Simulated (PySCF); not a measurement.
AlBClH4 (calculated)

Computed with PySCF 2.14.0. Calculation on a computer-drawn molecule: the log of a Hartree-Fock and frozen-core CCSD(T) single point meant for a local Hartree-Fock minimum, with one planted fault or none, to be diagnosed. Offsets are logged minus clean, where the clean run is the same molecule without the fault. The reference is restricted for singlets and unrestricted otherwise, and also for a bond in bohr or an excited solution. Adding or removing an electron swaps singlet and doublet. The excited solution moves the top pair (singlet) or top alpha electron (doublet) to the lowest empty orbital. Highest occupied and lowest empty are orbital energies over both spins, largest force is the largest gradient component, triples share is (T) over the correlation energy, the T1 limit is 0.02 restricted and 0.045 unrestricted, electrons count all cores, a negative frequency is imaginary (commonest isotopes), and the dipole is about the centre of nuclear charge.

## AlBClH4

Logged structure:
```xyz
7
AlBClH4
Al    -0.5590     0.1226    -0.7517
B      1.5478     0.6567    -1.1317
Cl     2.6913    -0.2175    -2.2876
H     -1.4545     1.4460    -1.1424
H     -1.0412    -1.1765    -1.6195
H     -0.6808    -0.1798     0.8607
H      2.1715     1.5657    -0.6310
```

* meant charge: -1
* meant multiplicity: 1
* meant basis: aug-cc-pV(D+d)Z
* logged electrons: 40
* logged basis functions: 27
* logged SCF converged: yes
* logged spin squared: 0
* logged highest occupied: -1.6956 eV
* logged lowest empty: 12.091 eV
* logged largest force: 0.050319 hartree/bohr
* logged T1 diagnostic: 0.011224
* logged D1 diagnostic: 0.038265
* logged triples share: 0.016243
* logged CC converged: yes
* logged dipole magnitude: 4.8804 debye
* logged SCF stable within its kind: yes
* logged energy HF: -720.16759 hartree
* logged energy CCSD(T): -720.27389 hartree
* possible faults: no fault, one electron removed, one electron added, multiplicity raised by two, geometry at a saddle point, SCF held on an excited solution, minimal basis STO-3G, one bond length entered in bohr, all coordinates scaled
* planted fault: minimal basis STO-3G
* HF energy offset from clean run: 5210 kcal/mol
* CCSD(T) energy offset from clean run: 5393 kcal/mol

Drawn bonds:
```
atom  other atom  order
   1           2      1
   2           3      1
   1           4      1
   1           5      1
   1           6      1
   2           7      1
```
